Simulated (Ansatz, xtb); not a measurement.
# Relative energy of two isomers of C6H8N2

We compare X, `C=CCc1cnc[nH]1`, a singlet, with Y, `N#CCCCCC#N`, a singlet. Both are isolated molecules in the gas phase, relaxed with B3LYP-D3(BJ)/def2-SVP, each in the lowest conformer that the search found.

Q: Estimate E(Y) − E(X) at the level CCSD(T)/def2-SVP + ΔMP2/def2-TZVPP.

A: Calculated at CCSD(T)/def2-SVP + ΔMP2/def2-TZVPP: E(Y) − E(X) = −7.3 kcal/mol, so structure Y lies lower.

The same difference at several levels:

```csv
level,geometry,E(Y) − E(X) (kcal/mol),departure from the last row (kcal/mol),"job, with rough time for the two"
GFN2-xTB,GFN2-xTB,+28.1,+35.4,"optimisation, 0.19 s"
HF/STO-3G,GFN2-xTB,−28.8,−21.5,"single point, 0.44 s"
r2SCAN-D4/def2-SVP,GFN2-xTB,+8.1,+15.4,"single point, 4.2 s"
B3LYP-D3(BJ)/def2-SVP,B3LYP-D3(BJ)/def2-SVP,+2.9,+10.3,"optimisation, 52 s"
HF/def2-SVP,B3LYP-D3(BJ)/def2-SVP,−10.7,−3.4,part of the CCSD(T) run
MP2/def2-SVP,B3LYP-D3(BJ)/def2-SVP,−9.0,−1.7,part of the CCSD(T) run
CCSD(T)/def2-SVP,B3LYP-D3(BJ)/def2-SVP,−8.5,−1.2,single point
CCSD(T)/def2-SVP + ΔMP2/def2-TZVPP,B3LYP-D3(BJ)/def2-SVP,−7.3,,"single point, 1.8 min"
```

As drawn, Y has 2 C≡N, 3 C–C, 1 C–H in place of 1 C=C, 1 C∷C, 4 C∷N, 1 N–H (∷ is an aromatic bond). Structure X has a 5-membered ring (with an aromatic ring), Y no ring.

GFN2-xTB, r2SCAN-D4/def2-SVP, B3LYP-D3(BJ)/def2-SVP put the two in the other order. The largest departure from CCSD(T)/def2-SVP + ΔMP2/def2-TZVPP is that of GFN2-xTB, 35.4 kcal/mol. The last row adds to CCSD(T) the change of the MP2 difference between the two basis sets, here +1.2 kcal/mol.

With thermal terms from frequencies at re-optimised GFN2-xTB minima (ideal gas, soft modes damped towards free rotors, one conformer each, 298.15 K, 1 atm): the zero-point term adds −0.5 kcal/mol; ΔH is −7.1 and ΔG −8.2 kcal/mol.

The correlated steps freeze 8 core orbitals. Codes used: Ansatz 0.2.0, xtb 6.7.1; the last row on 4 threads of Arm Neoverse V1 on a shared host.
